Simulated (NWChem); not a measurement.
System: MgH12O6 (charge +2); SMILES [OH2]->[Mg+2](<-[OH2])(<-[OH2])(<-[OH2])(<-[OH2])<-[OH2]

Program: NWChem. The geometry was optimised at PBE0/def2-SVP. No frequency run checked for a minimum. Vertical excitations in the gas phase.

Problem. Predict the results for PBE/def2-SVP, TDA. Quantities: lowest excitation, singlet (eV); lowest state with f > 0.02, singlet (eV); orbital gap (eV).

Solution. The lowest excitation, singlet (eV) comes out as 7.54 and the lowest state with f > 0.02, singlet (eV) comes out as 7.54. The orbital gap (eV) is 7.46.
